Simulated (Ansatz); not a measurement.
Relaxation of CH$_{6}$FNOSSi (12 atoms, charge 0, multiplicity 1), to a largest force component of 0.015 eV/Å in at most 40 steps.

Computed with RKS PBE/cc-pVDZ (Ansatz).

```xyz
12
Properties=species:S:1:pos:R:3:forces:R:3
N -0.695 -0.135 2.174 -2.46 0.17 2.68
Si -0.593 -0.348 0.502 0.58 1.43 -0.66
O 0.170 -1.780 0.421 1.33 -3.21 -0.53
S 0.761 1.196 -0.171 -0.08 0.19 0.47
C 0.879 0.743 -1.919 0.12 0.20 0.63
F -0.321 0.859 -2.537 -1.22 -0.19 -0.75
H -1.670 -0.485 2.432 0.98 0.80 0.04
H -0.105 -0.841 2.615 0.52 0.10 0.34
H -1.912 -0.369 -0.087 -0.98 0.17 -0.66
H 0.026 -2.349 1.223 0.10 0.49 -0.90
H 1.554 1.451 -2.361 0.94 0.81 -0.48
H 1.285 -0.257 -2.013 0.17 -0.95 -0.17
```

**Question.** Where does it end, and by what steps?

**Answer.** It converged. After 33 steps the energy has fallen by 0.985 eV; H10 moved furthest, 2.28 Å.

| step | energy less start (eV) | largest force component (eV/Å) | accepted |
| --- | --- | --- | --- |
| 0 | 0.0000 | 3.211 | yes |
| 2 | -0.7285 | 0.473 | yes |
| 4 | -0.8008 | 0.663 | yes |
| 6 | -0.8578 | 0.372 | yes |
| 8 | -0.8897 | 0.270 | yes |
| 10 | -0.8973 | 0.106 | yes |
| 12 | -0.8994 | 0.241 | yes |
| 14 | -0.8274 | 1.639 | no |
| 16 | -0.9068 | 0.353 | yes |
| 18 | -0.9164 | 0.092 | yes |
| 20 | -0.9222 | 0.101 | yes |
| 22 | -0.9351 | 0.611 | yes |
| 24 | -0.9200 | 0.871 | no |
| 26 | -0.9753 | 0.091 | yes |
| 28 | -0.9826 | 0.092 | yes |
| 30 | -0.9841 | 0.029 | yes |
| 32 | -0.9845 | 0.023 | yes |
| 33 | -0.9846 | 0.011 | yes |

```xyz
12
Properties=species:S:1:pos:R:3
N -0.674 -0.102 2.338
Si -0.892 -0.336 0.630
O -0.121 -1.725 0.019
S 0.000 1.401 -0.382
C 1.013 0.497 -1.607
F 0.239 -0.351 -2.431
H -1.224 -0.706 2.959
H 0.289 -0.033 2.684
H -2.377 -0.363 0.390
H -0.134 -1.725 -0.964
H 1.490 1.262 -2.251
H 1.770 -0.136 -1.106
```

Whether the end is a true minimum wasn't checked by a vibrational analysis.

The run took 40 s on 2 threads of AMD EPYC 9R45 96-Core Processor (Zen 5) (shared host), peak memory 0.24 GiB.
